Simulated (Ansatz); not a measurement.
Reaction (SMILES): O[Si](O)(Br)Br -> [O][Si](O)(Br)Br + H atom (the H-O bond at the site shown breaks; other sites are not compared here)
Structures are relaxed separately at B3LYP-D3(BJ)/def2-TZVP in Ansatz (an electronic-structure program), one conformer each, not searched for the lowest.
Geometry of the first species:
SMILES: O[Si](O)(Br)Br
```xyz
7

Si    -0.6822     0.1277     0.1775
Br     0.0846    -0.4169    -1.8439
Br     1.0131     0.2050     1.5881
O     -1.4589     1.5539     0.0754
O     -1.7048    -0.9927     0.7472
H     -1.0319     2.2822    -0.3843
H     -2.5276    -1.1416     0.2711
```

Quantity: bond dissociation energy (electronic energy difference), in kcal/mol. Valence correlation only, unless marked. UHF or UKS for open shells. No spin-orbit coupling. The frozen core is the preceding noble-gas configuration, with the filled d and f shells of earlier blocks. No relativistic terms. Basis-set limits of correlation are two-point, X^-3; Hartree-Fock from the larger set. [CCSD(T)-MP2]/basis is that difference in the basis named.

RI-MP2/CBS(def2-TZVPP,def2-QZVPP)+[CCSD(T)-MP2]/def2-TZVPP (Ansatz) gives 129.9 kcal/mol.

### Question
Another calculation gave 120.4 kcal/mol. Which level was it?
A) PBE-QIDH/def2-TZVPD (Ansatz)
B) SVWN5/def2-TZVPD (Ansatz)
C) B97M-V/def2-TZVPD (Ansatz)
D) PBE/def2-TZVPD (Ansatz)

### Answer
C, B97M-V/def2-TZVPD (Ansatz). The others give 125.8 (PBE-QIDH), 132.3 (SVWN5), 117.6 (PBE) kcal/mol.
